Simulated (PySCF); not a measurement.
# Reading the logs of faulty runs: AlBCH8Si

These are calculations, not measurements. They come from PySCF 2.14.0, an open-source quantum chemistry program, on an isolated molecule that a program drew, which may never have been made. The molecule is AlBCH8Si (charge 0, singlet), drawn as the SMILES string `[AlH2][BH]C[SiH3]`.

Each row is a Hartree-Fock (HF) and frozen-core CCSD(T) single point in the cc-pV(D+d)Z basis, meant for a local HF minimum. Run 1 is clean. Each other run has one planted mistake out of seven kinds, and not every kind appears here: one electron removed, one electron added, multiplicity raised by two, geometry at a saddle point, minimal basis STO-3G, one bond length entered in bohr, all coordinates scaled. The reference is restricted for singlets and unrestricted otherwise, and also for a bond in bohr. Adding or removing an electron swaps singlet and doublet. Electrons count all cores. HOMO and LUMO are orbital energies over both spins, the gradient is its largest component, and the lowest frequency (negative if imaginary) is given only where the gradient is small. Bond lengths are over the 11 bonds as drawn. T1 is the CCSD diagnostic: over 0.02 (restricted) or 0.045 (unrestricted) a single reference is doubtful.

Geometry of the clean run:
```xyz
12
AlBCH8Si, angstrom
Al   -0.2193   -0.8581   -1.2647
B     0.3585   -0.7408    0.8139
C     1.4822   -1.5728    1.5303
Si    3.1220   -0.6169    1.5818
H     0.4667    0.0418   -2.3805
H    -1.3834   -1.8330   -1.7362
H    -0.2057    0.0743    1.5091
H     1.2456   -1.7623    2.5844
H     1.7212   -2.5281    1.0509
H     4.1332   -1.4265    2.3000
H     3.6217   -0.3511    0.2110
H     2.9611    0.6781    2.2830
```

```
run,electrons,basis functions,<S^2>,HOMO (eV),LUMO (eV),gradient (hartree/bohr),lowest frequency (cm^-1),mean bond (Å),longest bond (Å),T1,HF (hartree),CCSD(T) (hartree),mistake
1,46,114,0.000,-9.76,1.17,6.7e-06,50,1.5144,2.161,0.0119,-598.02870,-598.50673,no fault
2,46,114,0.000,-9.65,0.96,4.5e-02,-,1.6295,2.325,0.0126,-597.98211,-598.46816,all coordinates scaled
3,47,114,0.763,-0.29,5.56,3.8e-02,-,1.5144,2.161,0.0196,-597.99859,-598.49881,one electron added
4,46,36,0.000,-7.27,7.45,3.4e-02,-,1.5144,2.161,0.0072,-591.01925,-591.24034,minimal basis STO-3G
5,46,114,2.013,-6.87,-0.68,3.9e-02,-,1.5144,2.161,0.0163,-597.92719,-598.39517,?
6,45,114,0.762,-16.52,-7.22,9.1e-02,-,1.5144,2.161,0.0192,-597.71802,-598.17426,?
```

**Which mistake was planted in run 5, and what did it cost?**

Electrons, basis and geometry are unchanged, and <S^2> is 2.013, beside S(S+1) = 2.00 for a multiplicity of 3. So the mistake is: multiplicity raised by two. Subtracting run 1 and multiplying by 627.51 kcal/mol a hartree, the energy moved by 63.7 kcal/mol in HF and 70.0 kcal/mol in CCSD(T).

**Which mistake was planted in run 6, and what did it cost?**

It counts 45 electrons, one fewer than the clean run, at the same geometry and basis. So the mistake is: one electron removed. Subtracting run 1 and multiplying by 627.51 kcal/mol a hartree, the energy moved by 195.0 kcal/mol in HF and 208.6 kcal/mol in CCSD(T).

Cautions from the logs. Run 3: the added electron raises the CCSD(T) energy, so it isn't bound in this basis.
